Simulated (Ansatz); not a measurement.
Born–Oppenheimer molecular dynamics of BClH$_{3}$NO (7 atoms, charge 0, multiplicity 1). It starts from a relaxed structure.

Theory: Ansatz 0.2.0, RKS revPBE-D4/def2-SVP.

| Property | Result |
| --- | --- |
| ensemble | NVT, Nosé–Hoover chain |
| time step | 0.5 fs |
| steps asked | 150 |
| set temperature | 1500 K |
| thermostat | time constant 100 fs, chain length 3 (defaults) |
| seed | 624925 |

First frame:

```xyz
7
Properties=species:S:1:pos:R:3
B 0.021 -0.091 0.025
N -0.008 -0.045 1.441
H -0.840 -0.208 2.006
H 0.827 0.166 1.985
Cl 1.581 0.231 -0.805
O -1.053 -0.366 -0.787
H -1.870 -0.533 -0.286
```

Task: How far do the bonds stretch over the last three quarters of this one trajectory? (Pairs bonded in most of those frames.)

Result: 
```csv
bond,mean (Å),spread (Å),shortest,longest
B1–N2,1.438,0.058,1.33,1.53
B1–Cl5,1.838,0.138,1.65,2.06
B1–O6,1.383,0.030,1.33,1.43
N2–H3,1.023,0.015,0.99,1.05
N2–H4,1.023,0.025,0.98,1.06
O6–H7,0.991,0.061,0.89,1.08
```

Mean temperature of the second half: 747 K. The conserved energy stayed within 1.2 meV per atom of its start (net change 0.97 meV per atom), so the integration is sound. The mean temperature of the second half is 50 % below the set value. A run of 0.075 ps of so small a system gives no equilibrium averages.

Run time: 4.8 min on 1 thread of Arm Neoverse V1 (shared host), peak memory 0.15 GiB.
